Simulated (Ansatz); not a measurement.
`[F][AlH][SH]` + `C=N` → `C=[N][AlH][SH]` + H–F at 298.15 K and 1 bar (ligand exchange at the Al–F bond).

Isolated molecules relaxed with PBE0-D4/def2-TZVP in Ansatz; ΔE leaves out vibrations. CCSD(T)/CBS adds triple-zeta CCSD(T) − MP2 to the extrapolated MP2 energy (def2 sets, frozen cores). This one scheme is used for every species. One conformer a species, not always the lowest.

```csv
species,CCSD(T)/CBS energy (Eh),H − E (kJ/mol),S (J/(mol·K))
`[F][AlH][SH]`,-740.90186,64.3,292.4
`C=N`,-94.52360,115.3,227.0
`C=[N][AlH][SH]`,-734.98690,141.5,335.0
H–F,-100.39570,33.5,173.6
```

H − E and S are ideal-gas, rigid-rotor, harmonic terms from PBE0-D4/def2-TZVP, for one conformer and one mirror image of each species. 1 Eh = 2625.50 kJ/mol, R = 8.31446 J/(mol·K).

**Question.** By hand: ΔE, ΔH, ΔS and ΔG.

**Answer.** ΔE = (-734.98690) + (-100.39570) − (-740.90186) − (-94.52360) = 0.04286 Eh = 112.5 kJ/mol. Δ(H − E) = 141.5 + 33.5 − 64.3 − 115.3 = -4.6, so ΔH = 107.9 kJ/mol. ΔS = 335.0 + 173.6 − 292.4 − 227.0 = -10.8 J/(mol·K). ΔG = 107.9 − 298.15 × (-10.8)/1000 = 111.1 kJ/mol.

**Question.** By hand: the equilibrium constant, and the temperature at which ΔG would vanish if ΔH and ΔS stayed fixed.

**Answer.** log₁₀ K = −ΔG/(RT ln 10) = -19.5. ΔH and −TΔS have one sign here, so there is no such temperature.

The number of gas molecules stays the same, so ΔS is small and ΔH decides. A doubt of 5 kJ/mol in ΔE shifts log₁₀ K by 0.9 here. Other conformers and mirror images would add mixing entropy, several J/(mol·K) or more a flexible species. These are equilibria of isolated gas molecules and say nothing of rates. Largest T1 diagnostic: 0.013 (customary marks: 0.02 for closed shells, 0.045 for open ones).

ΔS is within the doubt of such terms, so its sign, and with it that verdict, could turn.
